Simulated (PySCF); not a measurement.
Here is a job for PySCF.
```python
from pyscf import gto, scf, dft

mol = gto.Mole()
mol.atom = '''
    Si   -0.73150406    1.82305785   -0.40791737
    P     0.18821174   -0.17350413   -0.73727730
    Si    1.86473710   -0.16240545    0.72209052
    Si   -1.27528289   -1.52970289    0.24227527
    H     0.23660144    2.81452484   -0.86999042
    H    -1.05477390    2.07124934    1.00037921
    H    -1.95510257    1.86016427   -1.20489688
    H     2.82295740    0.83662120    0.25571496
    H     2.44340496   -1.50357383    0.70954322
    H     1.42887523    0.17189027    2.08138167
    H    -0.68465939   -2.86566528    0.23155487
    H    -2.49681096   -1.47983083   -0.55717985
    H    -1.57497050   -1.13611115    1.62237473
'''
mol.basis = 'def2-sv(p)'
mol.verbose = 4
mol.build()

mf = dft.RKS(mol)
mf.xc = 'm062x'
mf.kernel()
```

Q: What nuclear repulsion energy does M062X/def2-SV(P) (PySCF) give?

A: 347.6884 Eh

Q: What total energy does M062X/def2-SV(P) give?

A: -1214.7591 Eh

Q: Give the Mulliken (on the basis functions themselves) charges in atom order at the level M062X/def2-SV(P).

A: Si1 0.12, P2 -0.44, Si3 0.12, Si4 0.12, H5 0.01, H6 0.00, H7 0.01, H8 0.01, H9 0.01, H10 0.00, H11 0.01, H12 0.01, H13 0.00

Q: Estimate the HOMO energy that M062X/def2-SV(P) returns for this input.

A: -7.99 eV

Q: What dipole moment does M062X/def2-SV(P) give?

A: 0.79 D
